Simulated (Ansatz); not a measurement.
Geometry optimisation, UHF/def2-SVP in Ansatz 0.2.0.

The input (input.yaml):

```yaml
crystal:
  periodic: [false, false, false]
  atoms:
    - { symbol: Zr, position_ang: [-0.087639, -0.213934, 0.072221] }
    - { symbol: F, position_ang: [-0.056373, -0.336139, 2.039453] }
    - { symbol: "N", position_ang: [1.817426, -0.063163, -0.642312] }
    - { symbol: H, position_ang: [2.426041, -0.831231, -0.870298] }
    - { symbol: H, position_ang: [2.309992, 0.792988, -0.834292] }
    - { symbol: O, position_ang: [-1.046137, 1.373366, -0.430466] }
    - { symbol: H, position_ang: [-1.59295, 2.101313, -0.66464] }
    - { symbol: O, position_ang: [-0.841591, -1.864282, -0.560164] }
    - { symbol: H, position_ang: [-1.294264, -2.632328, -0.857639] }
    - { symbol: O, position_ang: [-0.146386, 0.410661, 4.381676] }
    - { symbol: H, position_ang: [-0.063318, -0.234751, 3.685662] }
magnetization:
  spin_polarized: true
  initial_magnetization: 1
basis:
  gaussian: { orbitals: def2-SVP }
hamiltonian:
  xc: hf
relax:
  f_tol: 0.03
  max_steps: 50
```

Command:

```bash
$ ansatz run input.yaml --threads 4 --pin off --max-ram 5120MiB --backend cpu --events-out ev --progress --plain --runs-dir out
```

**Question.** Where does it end, and by what steps?

**Answer.** It converged. After 4 steps the energy has fallen by 0.164 eV; O10 moved furthest, 0.37 Å.

```tsv
step	energy less start (eV)	largest force component (eV/Å)	accepted
0	0.0000	1.062	yes
1	-0.1151	0.897	yes
2	-0.1184	1.926	yes
3	-0.1086	2.450	no
4	-0.1635	0.025	yes
```

```xyz
11
Properties=species:S:1:pos:R:3
Zr -0.081 -0.245 0.018
F -0.036 -0.361 1.971
N 1.824 -0.080 -0.701
H 2.435 -0.843 -0.937
H 2.312 0.781 -0.886
O -1.040 1.355 -0.448
H -1.587 2.088 -0.663
O -0.841 -1.885 -0.640
H -1.295 -2.645 -0.954
O -0.188 0.314 4.733
H -0.079 0.023 3.824
```

Run time: 37 s on 4 threads of Arm Neoverse V2, with other jobs on the host, peak memory 0.39 GiB.
